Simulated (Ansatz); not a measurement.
Consider the redistribution: `CC[O][Ga]([CH3])[F]` + `BCBC` → `B[CH2][Ga]([CH3])[F]` + `CBOCC`.

Calculated with Ansatz (gas phase, PBE0-D4/def2-TZVP geometries, no zero-point term in ΔE). CCSD(T)/CBS is the MP2 limit (def2-TZVPP, def2-QZVPP) plus CCSD(T) − MP2 in def2-TZVPP, frozen cores. Functionals use def2-TZVPP. B3LYP here is the variant with VWN-RPA as its local correlation; programs differ in this. For Ga outer-core shells are correlated without core-valence functions, which leaves a few kJ/mol of doubt a bond. Scalar relativity is left out up to krypton. One conformer a species, not always the lowest.

Problem. Is it downhill or uphill in electronic energy at CCSD(T)/CBS, and by how much? (Estimate.)

Solution. The calculation gave: Downhill: ΔE = -22.9 kcal/mol.

Problem. What do these levels give: PBE-D4, B3LYP-D4, ωB97X-V, ωB97M-V, r2SCAN, PBE0, HF/def2-TZVPP, MP2/def2-TZVPP, SCS-MP2/def2-TZVPP, CCSD/def2-TZVPP, CCSD(T)/def2-TZVPP, MP2/def2-QZVPP? (An estimate is asked.)

Solution. The calculation gave: PBE-D4 -23.3, B3LYP-D4 -22.9, ωB97X-V -21.6, ωB97M-V -23.1, r2SCAN -22.4, PBE0 -23.6, HF/def2-TZVPP -21.3, MP2/def2-TZVPP -22.7, SCS-MP2/def2-TZVPP -22.1, CCSD/def2-TZVPP -22.4, CCSD(T)/def2-TZVPP -22.7, MP2/def2-QZVPP -22.7 kcal/mol.

Largest T1 diagnostic among the species: 0.013.

In def2-TZVPP, CCSD(T) changes the Hartree–Fock value by −1.4 kcal/mol (the triples alone add −0.3 kcal/mol) and MP2 by −1.4 kcal/mol.
